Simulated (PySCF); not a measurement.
Broadened absorption spectrum of ethylene sulfate

Species: ethylene sulfate, C2H4O4S.
InChI=1S/C2H4O4S/c3-7(4)5-1-2-6-7/h1-2H2

Method used: TDDFT PBE0/def2-SVPD, vertical, gas phase, core orbitals frozen in the response in PySCF. Isolated species at its PBE0-D3(BJ)/def2-SVP geometry (one conformer only).

Computed states:

```json
{"state": "S1", "E (eV)": "7.46", "f": "0.0001"}
{"state": "S2", "E (eV)": "7.54", "f": "0.0007"}
{"state": "S3", "E (eV)": "8.02", "f": "0.0009"}
{"state": "S4", "E (eV)": "8.20", "f": "0.0047"}
{"state": "S5", "E (eV)": "8.38", "f": "0.017"}
{"state": "S6", "E (eV)": "8.54", "f": "0.0036"}
{"state": "S7", "E (eV)": "8.92", "f": "0.011"}
{"state": "S8", "E (eV)": "8.96", "f": "0.037"}
{"state": "S9", "E (eV)": "9.02", "f": "0.040"}
{"state": "S10", "E (eV)": "9.08", "f": "0.0057"}
```

Broadening: Gaussians 0.4 eV wide at half height, area fixed by f = 4.319×10⁻⁹ ∫ε dν̃. The width is an assumption, not a result. The curve ends short of the highest state used, and states not computed would add to its high-energy end.

(1) What does the envelope look like, and where are its maxima?

(2) Coming from long wavelengths, where does ε first pass 100 L mol⁻¹ cm⁻¹?

(3) Does any computed singlet lie in the visible range?

Answers

(1) 
(E (eV), ε (L mol⁻¹ cm⁻¹)): (6.86, 0), (6.89, 0), (6.93, 0), (6.97, 0), (7.01, 1), (7.04, 1), (7.08, 2), (7.12, 3), (7.16, 6), (7.20, 9), (7.23, 12), (7.27, 18), (7.31, 25), (7.35, 32), (7.38, 38), (7.42, 46), (7.46, 52), (7.50, 55), (7.54, 57), (7.57, 56), (7.61, 54), (7.65, 52), (7.69, 50), (7.72, 50), (7.76, 55), (7.80, 67), (7.84, 88), (7.88, 121), (7.91, 155), (7.95, 215), (7.99, 293), (8.03, 393), (8.06, 483), (8.10, 621), (8.14, 778), (8.18, 945), (8.22, 1112), (8.25, 1228), (8.29, 1359), (8.33, 1448), (8.37, 1486), (8.40, 1479), (8.44, 1430), (8.48, 1350)

Maxima: 164 nm (7.54 eV), ε about 57, made up of S1 (13%) and S2 (84%); 148 nm (8.38 eV), ε about 1500, made up of S4 (12%), S5 (76%) and S6 (10%) (ε in L mol⁻¹ cm⁻¹; maxima over ε = 5, shares over 10%).

(2) At about 158 nm (7.86 eV), 0.40 eV above S1.

(3) No computed singlet lies in the visible range (380 to 750 nm); the lowest, at 166 nm, stands 4.19 eV above its violet end (3.26 eV).

All these states lie below the vertical ionisation energy of 11.20 eV (ΔSCF).
